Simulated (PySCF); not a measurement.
Working out the ionisation energy of Lu

Lu [Xe] 4f14 5d1 6s2 (2D) → Lu⁺ [Xe] 4f14 6s2 (1S). Calculation: PySCF 2.14, in x2c-TZVPPall (11s7p7d2f2g, 99 functions); scalar relativity by spin-free X2C-1e. Frozen: [Kr] 4d10. Energies in hartree (1 hartree = 27.21139 eV):

| part | Lu (lower) | Lu⁺ (upper) |
| --- | --- | --- |
| UHF | -14558.343568 | -14558.182145 |
| CCSD correlation | -0.729209 | -0.714212 |
| (T) | -0.026923 | -0.024136 |

Task: What does Hartree-Fock give?

Result: (-14558.182145) − (-14558.343568) = 0.161423 hartree = 4.393 eV.

Task: What do CCSD and CCSD(T) give?

Result: The CCSD correlation energies differ by 0.014997 hartree = 0.408 eV and the triples by 0.002787 hartree = 0.076 eV, so CCSD gives 4.801 eV and CCSD(T) 4.877 eV.

Measured between the centres of the two terms (NIST): 5.278 eV, so CCSD(T) (valence) is off by -0.401 eV.

What remains against the reference includes basis incompleteness, the frozen core and higher excitations.
